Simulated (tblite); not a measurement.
Species: C₄H₅ClF₃Ga.
Numbering: `[F:1][C:2]([F:3])=[C:4]([F:5])[CH2:6][CH2:7][GaH:8][Cl:9]` (hydrogens: H10, H11 on C6; H12, H13 on C7; H14 on Ga8)

Computed with GFN2-xTB (tblite), gas phase: L-BFGS steps from a force-field or distance-geometry start until the largest atomic force falls under 0.01 eV/Å.

Step 65: E = -845.8277 eV
```
atom  x, y, z in Å  |  force x, y, z in eV/Å
F1     -2.3565    1.2492    1.7358    0.115  -0.078  -0.128
C2     -1.7986    0.2052    1.1454   -0.075  -0.229   0.148
F3     -2.1768   -0.9303    1.7285   -0.047   0.152  -0.052
C4     -0.9728    0.2017    0.1076   -0.119  -0.253   0.081
F5     -0.5906    1.4106   -0.4086   -0.003   0.025  -0.022
C6     -0.3416   -1.0034   -0.5247    0.220  -0.262  -0.285
C7      1.0757   -0.6202   -1.0427   -0.260  -0.008  -0.247
Ga8     1.7036    0.8990    0.1976    0.166   0.242   0.003
Cl9     2.5708    2.7279   -0.3306    0.016  -0.189  -0.026
H10    -0.9625   -1.3636   -1.3684    0.144   0.170   0.277
H11    -0.3017   -1.8227    0.2106    0.025   0.337  -0.113
H12     0.9488   -0.1654   -2.0493    0.180  -0.164   0.279
H13     1.7154   -1.5098   -1.1723   -0.348   0.265   0.084
H14     1.4861    0.7215    1.7489   -0.013  -0.010   0.000
```

Step 66: E = -845.8420 eV
```
atom  x, y, z in Å  |  force x, y, z in eV/Å
F1     -2.4038    1.2012    1.7319    0.054   0.036  -0.055
C2     -1.8169    0.1761    1.1410    0.063  -0.038   0.070
F3     -2.1510   -0.9659    1.7290   -0.127  -0.011   0.002
C4     -0.9824    0.1981    0.1113   -0.138  -0.087   0.046
F5     -0.6063    1.3956   -0.4230   -0.031   0.242   0.054
C6     -0.3470   -0.9901   -0.5278    0.222   0.066  -0.165
C7      1.0717   -0.6186   -1.0185   -0.002   0.065  -0.254
Ga8     1.7376    0.9082    0.2151   -0.028  -0.084  -0.167
Cl9     2.6148    2.6864   -0.3898    0.102   0.002  -0.071
H10    -0.9683   -1.3247   -1.3626   -0.015  -0.049  -0.095
H11    -0.3315   -1.7819    0.2133    0.129  -0.211   0.101
H12     0.9970   -0.1302   -2.0121   -0.027  -0.142   0.187
H13     1.6727   -1.5253   -1.1820   -0.169   0.222   0.175
H14     1.5126    0.7709    1.7520   -0.033  -0.010   0.172
```

Step 67: E = -845.8611 eV
```
atom  x, y, z in Å  |  force x, y, z in eV/Å
F1     -2.3546    1.1759    1.7923    0.071  -0.169  -0.080
C2     -1.8187    0.1352    1.1725   -0.002  -0.049   0.103
F3     -2.2154   -1.0152    1.7171    0.016   0.303  -0.131
C4     -0.9810    0.1738    0.1445   -0.004  -0.047  -0.147
F5     -0.5767    1.3994   -0.3422   -0.192  -0.098   0.214
C6     -0.3592   -0.9954   -0.5570   -0.119   0.000  -0.060
C7      1.0743   -0.6274   -1.0031   -0.043   0.082  -0.150
Ga8     1.7303    0.9630    0.1828   -0.009  -0.023   0.118
Cl9     2.7114    2.6911   -0.4667   -0.009  -0.201  -0.008
H10    -0.9802   -1.2556   -1.4362    0.211   0.009   0.296
H11    -0.3829   -1.8368    0.1471    0.114   0.091  -0.212
H12     1.0338   -0.1902   -2.0165   -0.032  -0.001   0.088
H13     1.6795   -1.5330   -1.1154   -0.046   0.107   0.195
H14     1.4387    0.9150    1.7584    0.044  -0.004  -0.226
```

Step 68: E = -845.8696 eV
```
atom  x, y, z in Å  |  force x, y, z in eV/Å
F1     -2.3357    1.2132    1.7610    0.025  -0.089  -0.025
C2     -1.8166    0.1502    1.1682   -0.052  -0.019   0.090
F3     -2.2308   -0.9749    1.7381   -0.012   0.108  -0.042
C4     -0.9934    0.1619    0.1308    0.040   0.035  -0.182
F5     -0.6048    1.3891   -0.3661   -0.103  -0.084   0.172
C6     -0.3573   -1.0054   -0.5558   -0.078  -0.056   0.031
C7      1.0639   -0.6127   -1.0109    0.053   0.041  -0.035
Ga8     1.7201    0.9637    0.1825    0.009  -0.045  -0.120
Cl9     2.6719    2.7247   -0.4010    0.010  -0.141  -0.051
H10    -0.9669   -1.2903   -1.4297    0.108  -0.003   0.219
H11    -0.3559   -1.8422    0.1553    0.069   0.134  -0.192
H12     1.0048   -0.1997   -2.0262    0.017   0.062  -0.071
H13     1.6908   -1.5045   -1.0983   -0.043   0.043   0.113
H14     1.5093    0.8267    1.7298   -0.042   0.014   0.091
```

Problem. Estimate the geometry and energy of step 69. (The exact step hangs on the optimiser's Hessian estimate; all steps are aligned on step 68, rigid shifts and turns removed.)

Solution. E = -845.8744 eV, largest force 0.186 eV/Å
```
atom  x, y, z in Å  |  force x, y, z in eV/Å
F1     -2.3305    1.2075    1.7754    0.062  -0.125  -0.084
C2     -1.8114    0.1504    1.1690   -0.025   0.021   0.050
F3     -2.2298   -0.9788    1.7264   -0.011   0.083  -0.030
C4     -0.9858    0.1670    0.1314   -0.067   0.054  -0.045
F5     -0.5959    1.3953   -0.3583   -0.083  -0.083   0.144
C6     -0.3540   -1.0027   -0.5545    0.043   0.125   0.064
C7      1.0667   -0.6179   -1.0133    0.049   0.090   0.030
Ga8     1.7217    0.9553    0.1786   -0.034  -0.060   0.050
Cl9     2.6676    2.7096   -0.4154    0.052  -0.089  -0.061
H10    -0.9608   -1.2868   -1.4185   -0.051  -0.066  -0.019
H11    -0.3518   -1.8333    0.1527    0.071  -0.028  -0.031
H12     1.0114   -0.1952   -2.0222   -0.013   0.082  -0.150
H13     1.6858   -1.5110   -1.1096    0.007  -0.020   0.121
H14     1.4663    0.8406    1.7359    0.001   0.015  -0.040
```

The energy changes by -0.0049 eV. The first-order estimate −F·Δx gives -0.0101 eV and the mean of the old and new forces, exact on a quadratic surface, -0.0048 eV. The step makes an angle of 74° with the force vector and moves no atom by more than 0.046 Å.

What follows is the cost of the whole relaxation. The run took 1.5 s wall on one thread of an Arm Neoverse N1, shared host with 64 logical CPUs at a one-minute load of 61.
